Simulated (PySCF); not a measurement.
BeF, SMILES [F][Be], multiplicity 2.

Geometry optimised at B3LYP-D3(BJ)/def2-TZVPD. The spin state was assumed, not searched.

Method: B3LYP-D3(BJ)/def2-TZVPD (PySCF).

Frequencies are harmonic and unscaled.

Computed vibrational spectrum:
| mode | ν (cm⁻¹) | IR (km/mol) | moving atoms (share of kinetic energy) |
|---|---|---|---|
| 1 | 1225 | 120.6 | Be 68 %, F 32 % |
